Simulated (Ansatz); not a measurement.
Born–Oppenheimer molecular dynamics of C₂H₆FNSi (11 atoms, charge 0, multiplicity 1). It starts from a relaxed structure.

These are results of Ansatz, UKS PBE0-D4/STO-3G, not measurements.

```
ensemble                      : NVE (velocity Verlet)
time step                     : 1 fs
steps asked                   : 109
starting velocities drawn for : 2000 K
seed                          : 68519
```

First frame:

```xyz
11
Properties=species:S:1:pos:R:3
C -1.234 -0.302 1.104
Si 0.485 -0.157 0.394
F 0.891 -1.522 -0.458
C 0.659 0.992 -1.079
N 1.007 0.409 -2.199
H -1.522 0.632 1.597
H -1.290 -1.102 1.848
H -1.973 -0.511 0.325
H 1.459 0.065 1.446
H 0.494 2.081 -1.076
H 1.089 -0.641 -1.880
```

(1) How far do the bonds stretch over the last three quarters of this one trajectory? (Pairs bonded in most of those frames.)

Answers

(1) 
| bond | mean (Å) | spread (Å) | shortest | longest |
| --- | --- | --- | --- | --- |
| C1–Si2 | 1.870 | 0.027 | 1.81 | 1.91 |
| C1–H6 | 1.103 | 0.043 | 1.03 | 1.18 |
| C1–H7 | 1.103 | 0.054 | 1.02 | 1.19 |
| C1–H8 | 1.099 | 0.038 | 1.02 | 1.17 |
| Si2–F3 | 1.653 | 0.037 | 1.58 | 1.71 |
| Si2–C4 | 1.899 | 0.081 | 1.75 | 2.05 |
| Si2–H9 | 1.458 | 0.037 | 1.40 | 1.51 |
| C4–N5 | 1.321 | 0.051 | 1.23 | 1.42 |
| C4–H10 | 1.127 | 0.076 | 1.00 | 1.24 |
| N5–H11 | 1.099 | 0.048 | 1.00 | 1.20 |

Mean temperature of the second half: 988 K. The conserved energy wandered by up to 5.5 meV per atom (net 4.4 meV per atom), which is poor conservation. Over the second half the temperature averaged 0.49 of the 2000 K drawn at the start: a run that starts near a minimum puts about half its kinetic energy into the potential. A run of 0.11 ps of so small a system gives no equilibrium averages. Limits of this set-up: minimal basis.

Run time: 10 min on 1 thread of Intel(R) Xeon(R) Platinum 8259CL CPU @ 2.50GHz (Skylake/Cascade Lake), with other jobs on the host, peak memory 0.15 GiB.
